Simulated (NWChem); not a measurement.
# C₂H₄NO anion

```xyz
8

C      0.4897    -1.3680    -0.0854
N     -0.6797    -0.5482    -0.3067
C     -0.5403     0.7117     0.0453
O      0.4543     1.3144     0.5454
H      0.8066    -1.4017     0.9805
H      0.2849    -2.4052    -0.4068
H      1.3857    -1.0135    -0.6415
H     -1.4703     1.3149    -0.1424
```
Atoms are numbered in this order, from 1.

Results from NWChem. Pople sets run with spherical d functions. Geometry: optimised at B3LYP/def2-SVPD. Level: PBE0/6-31+G* with COSMO at NWChem's default radii, gas-phase geometry; rows give the dielectric constant. Reactions with the solvent are ignored.

| dielectric constant | electrostatic solvation energy (kcal/mol) |
|---|---|
| 4.8 | -53.4 |
| 7.6 | [?] |
| 11.7 | -62.0 |
| 37.5 | -66.1 |
| 78.4 | -67.1 |

### Question
Fill in the missing entries.

### Answer

- 7.6, electrostatic solvation energy (kcal/mol): -58.8
